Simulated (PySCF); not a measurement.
C6H10NO (doublet state).
Geometry (GFN2-xTB, Å), atoms numbered from 1 in this order:
```
atom  x, y, z in Å
C1    -2.419   -0.803   -0.166
N2    -1.167   -0.092   -0.249
C3    -1.166    1.154   -0.965
C4    -0.055   -0.593    0.325
O5    -0.023   -1.649    0.939
C6     1.168    0.210    0.180
C7     2.208    0.439    1.209
C8     2.539   -0.295   -0.062
H9    -3.171   -0.193    0.340
H10   -2.250   -1.716    0.402
H11   -2.782   -1.056   -1.165
H12   -1.466    1.000   -2.005
H13   -0.150    1.555   -0.933
H14   -1.855    1.864   -0.502
H15    2.593    1.443    1.329
H16    2.138   -0.112    2.139
H17    2.703   -1.365   -0.032
H18    3.146    0.216   -0.797
```

The hyperfine couplings belong to this conformer and change with its torsions.

The species is `N(C)(C(=O)[C]1CC1)C` [radical].

Method used: PySCF 2.14.0, UKS B3LYP, pcH-1 on C H N O, non-relativistic, mean-field spin-orbit, GIAO. One conformer (not necessarily the lowest) at the GFN2-xTB geometry, without solvent, vibrations or thermal averaging. GFN2-xTB frequencies show an imaginary mode (64i cm⁻¹), so this geometry is no minimum at that level. A GFN2-xTB geometry isn't a minimum of the functional, and hyperfine couplings can be far from their values at a DFT geometry. The SCF solution wasn't tested for stability.

(1) Where do the isotropic ENDOR lines of N2, H15/H16/H17/H18, H12/H13/H14 and H9/H10/H11 fall at 342.9 mT, to first order?

(2) Which pairs are centred on the nuclear Larmor frequency, and which on half the coupling?

(3) At what field would the lower line of N2 fall to zero frequency?

Answers

(1) For S = 1/2 in fast tumbling each set of equivalent nuclei gives two lines, ν± = |νn ± a/2| to first order, with νn = g_N μN B/h and μN/h = 7.62259 MHz/T.

```tsv
nuclei	isotope	g_N	νn (MHz)	a_iso (MHz)	lower line (MHz)	upper line (MHz)
N2	14N	0.4038	1.06	-3.50	0.70	2.81
H15/H16/H17/H18	1H	5.5857	14.60	55.79	13.30	42.50
H12/H13/H14	1H	5.5857	14.60	1.43	13.88	15.32
H9/H10/H11	1H	5.5857	14.60	0.85	14.18	15.02
```

(2) Centred on νn, since |a| < 2νn: H12/H13/H14 and H9/H10/H11. Centred on |a|/2 and split by 2νn: N2 and H15/H16/H17/H18.

(3) Where νn = |a|/2, that is B = 1.75 MHz/(0.4038 × 7.62259 MHz/T) = 569 mT, as far as first order holds there.

Class means assume fast exchange of nuclei equivalent by connectivity; if that motion is slow, each nucleus keeps its own coupling. C1 and C3, with what hangs on them, aren't averaged: N2 is flat or nearly so (angle sum 360°), and its turn about the short N2–C4 bond (1.35 Å) is taken as slow. The 1H value of +55.8 MHz is a mean of couplings from 41.9 to 69.7 MHz in this one geometry, not an average over conformers.

The Mulliken spin populations are largest on C6 (+0.90) and O5 (+0.07). No atom but C6 exceeds +0.15. The angles at C6 add up to 314.8°, so it is pyramidal.
